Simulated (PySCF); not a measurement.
C2H4N3, charge +1, singlet, geometry from GFN2-xTB. Base run: PBE0/6-31G, TDDFT run with PySCF.

The PySCF input:
```python
from pyscf import gto, scf, dft, tdscf

mol = gto.M(
    atom='''
C    -0.71130340   -0.88390006   -0.08233019
N     0.58884627   -1.05191875   -0.20687550
C     1.12692017    0.14143960   -0.06368572
N     0.17870758    1.05847958    0.14965574
N    -0.99672714    0.40283582    0.13773371
H    -1.43773740   -1.67307111   -0.14890561
H     2.18095037    0.34539069   -0.11220252
H     0.26160048    2.05960166    0.29773626
H    -1.89430098    0.85706499    0.27586970
''',
    basis='6-31g',
    charge=1,
    verbose=4,
)

mf = dft.RKS(mol)
mf.xc = 'pbe0'
mf.kernel()
td = mf.TDDFT()
td.nstates = 5
td.kernel()
td.analyze()
```

Variants of this job, named by their change:

| change | first excitation (eV) | oscillator strength of the first | second (eV) | core-seconds (rough) |
|---|---|---|---|---|
| base | 5.18 | 0.000 | 7.44 | 60 |
| functional = blyp | 4.34 | 0.000 | 7.16 | 30 |
| functional = wb97x | 5.46 | 0.000 | 7.53 | 90 |
| basis = 6-31+G* | ? | 0.000 | ? | 100 |
| functional = b3lyp | 5.00 | 0.000 | 7.34 | 60 |
| states = triplets; response = Tamm-Dancoff | 5.02 | - | 5.03 | 30 |
| nstates = 10 | 5.18 | 0.000 | 7.44 | 70 |
| functional = lc_wpbe | ? | 0.000 | ? | 100 |
| functional = camb3lyp | ? | 0.000 | ? | 90 |
| response = Tamm-Dancoff | 5.19 | 0.000 | 7.54 | 20 |

### Question
What belongs in the gaps?

### Answer

- basis = 6-31+G*, first excitation (eV): 5.70
- basis = 6-31+G*, second (eV): 7.43
- functional = lc_wpbe, first excitation (eV): 5.43
- functional = lc_wpbe, second (eV): 7.51
- functional = camb3lyp, first excitation (eV): 5.32
- functional = camb3lyp, second (eV): 7.42

An iterative solver can miss low states, so a row lists the states that it found.
